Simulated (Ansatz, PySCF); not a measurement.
Gas-phase reaction (SMILES): [F][In]([F])[F] + Cl (HCl) -> [F][In]([F])[Cl] + F (HF); hydrogen chloride cleaves one In-F bond, a model of a ligand-exchange step.

Structures are relaxed separately at B3LYP-D3(BJ)/def2-TZVP in Ansatz (a program for electronic structure). Correlated levels leave the core frozen unless marked. Spin-orbit coupling is left out. Frozen are the shells of the preceding noble gas and the d and f shells that filled before the atom's block. Past Kr the def2 sets carry scalar-relativistic core potentials. CBS(X,Y): correlation extrapolated as X^-3; Hartree-Fock from the larger set. The bracket is a focal-point correction in the basis named. Thermal terms are rigid-rotor harmonic-oscillator values from B3LYP-D3(BJ) frequencies (Ansatz or PySCF) at 298.15 K and 1 atm. 1 Eh = 627.5095 kcal/mol.

```csv
species,"E, RI-MP2/CBS(def2-TZVPPD,def2-QZVPPD)+[CCSD(T)-MP2]/def2-TZVPPD (Ansatz) (Eh)","E, wB97M-V/def2-TZVPD (Ansatz) (Eh)",H - E (Eh)
[F][In]([F])[F],-488.74736,-489.76290,0.01133
Cl (HCl),-460.37863,-460.79070,0.01000
[F][In]([F])[Cl],-848.75399,-850.11620,0.01095
F (HF),-100.39405,-100.46200,0.01259
```

Question: Work out ΔE and ΔH at 298.15 K at the first level, then ΔH at the second.

Answer: 
1. ΔE = [(-848.75399) + (-100.39405)] - [(-488.74736) + (-460.37863)] = -0.02205 Eh = -13.8 kcal/mol at RI-MP2/CBS(def2-TZVPPD,def2-QZVPPD)+[CCSD(T)-MP2]/def2-TZVPPD.
2. The terms H - E add up to 0.00221 Eh, so ΔH = (-0.02205 + (0.00221))×627.5095 = -12.4 kcal/mol.
3. At wB97M-V/def2-TZVPD the same steps give ΔE = -15.4 and ΔH = -14.0 kcal/mol, a shift of -1.6 from the first level.
4. These values are not checked against measurement here, since the tables used lack a sound gas-phase enthalpy of formation for at least one species.
